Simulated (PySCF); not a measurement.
**Mg⁺ (magnesium, charge +1): UHF calculation**

Configuration: [Ne] 3s1, 2S determinant. Calculation: PySCF 2.14, in pcseg-2 (5s3p1d, 19 functions); no relativity, point nucleus.

- Total energy: -199.361242 hartree
- One-electron energy: -275.8331 hartree
- Hartree (Coulomb) energy: 92.3356 hartree
- Exchange energy: -15.8637 hartree
- Kinetic energy: 200.00150 hartree
- ⟨S²⟩: 0.7501
- ⟨L²⟩: 0.000
- Sum of ⟨r⟩: 8.586 bohr
- Sum of ⟨r²⟩: 14.06 bohr²
- Density at the nucleus (Gaussians lack the cusp): 1070 bohr⁻³
- Spin density at the nucleus: 1.88 bohr⁻³
- Langevin diamagnetic susceptibility: -11.1 ×10⁻⁶ cm³/mol
- Time after the integrals: 0.05 s of wall time on 1 thread of Neoverse-V1 (shared host)

```json
{"shell": "1s α", "electrons": "1", "mean orbital energy (eV)": "-1341.8", "rms radius, mean of both spins (bohr)": "0.152"}
{"shell": "1s β", "electrons": "1", "mean orbital energy (eV)": "-1341.6", "rms radius, mean of both spins (bohr)": "0.152"}
{"shell": "2s α", "electrons": "1", "mean orbital energy (eV)": "-111.20", "rms radius, mean of both spins (bohr)": "0.759"}
{"shell": "2s β", "electrons": "1", "mean orbital energy (eV)": "-110.72", "rms radius, mean of both spins (bohr)": "0.759"}
{"shell": "2p α", "electrons": "3", "mean orbital energy (eV)": "-70.742", "rms radius, mean of both spins (bohr)": "0.774"}
{"shell": "2p β", "electrons": "3", "mean orbital energy (eV)": "-70.571", "rms radius, mean of both spins (bohr)": "0.774"}
{"shell": "3s α", "electrons": "1", "mean orbital energy (eV)": "-14.729", "rms radius, mean of both spins (bohr)": "3.05"}
```
